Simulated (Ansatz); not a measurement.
Correlation energies of CH7AlN2, SMILES `[CH3][Al]([NH2])[NH2]` by basis set

Cartesian coordinates in Å:
```
C 0.608 -1.297 -0.970
Al -0.073 0.163 0.127
N 0.072 1.845 -0.414
N -0.860 -0.157 1.684
H 0.649 -2.240 -0.418
H 1.615 -1.087 -1.340
H -0.025 -1.463 -1.847
H -0.260 2.657 0.078
H 0.507 2.123 -1.279
H -0.986 -1.077 2.072
H -1.247 0.533 2.306
```

Total charge 0; spin multiplicity 1. The structure was optimised at the PBE0-D4/def2-TZVP level. It is one conformer, not always the lowest. Frozen core, restricted reference, Ansatz 0.2.0. CBS rows extrapolate triple and quadruple zeta; past MP2 they add the triple-zeta difference.

```csv
basis,HF (Eh),MP2 corr.,CCSD corr.,(T),CCSD(T) total
def2-SVP,-392.65508,-0.55441,-0.59775,-0.01484,-393.26767
def2-TZVPP,-392.92518,-0.69309,-0.72783,-0.02679,-393.67980
def2-QZVPP,-392.94075,-0.74181,–,–,–
CBS(def2),-392.94289,-0.77790,-0.81265,as TZ,-393.78233
```
